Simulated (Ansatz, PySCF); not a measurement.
System: BeCl, charge 0, multiplicity 2. 
Coordinates optimised at B3LYP-D3(BJ)/def2-TZVP (Ansatz, an electronic-structure program):
```xyz
2

Be     0.0000     0.0000    -1.4703
Cl     0.0000     0.0000     0.3460
```
Charge 0, spin multiplicity 2.

Dipole moments at this geometry, in debye (magnitudes).

```tsv
level	program	dipole (D)
PBE/def2-TZVPD	Ansatz	…
BLYP/def2-TZVPD	Ansatz	0.89
revPBE/def2-TZVPD	Ansatz	0.83
BP86/def2-TZVPD	PySCF	0.85
B97M-V/def2-TZVPD	Ansatz	1.06
PBE0/def2-TZVPD	Ansatz	0.94
BHLYP/def2-TZVPD	Ansatz	1.09
r2SCANh/def2-TZVPD	Ansatz	0.96
r2SCAN0/def2-TZVPD	Ansatz	1.01
PW6B95/def2-TZVPD	PySCF	1.01
M06-2X/def2-TZVPD	PySCF	1.06
HSE06/def2-TZVPD	Ansatz	0.94
CAM-B3LYP/def2-TZVPD	Ansatz	1.02
CCSD(T)/def2-SVPD	Ansatz	…
```

What belongs in the gaps?


- PBE/def2-TZVPD, dipole (D): 0.83
- CCSD(T)/def2-SVPD, dipole (D): 0.94
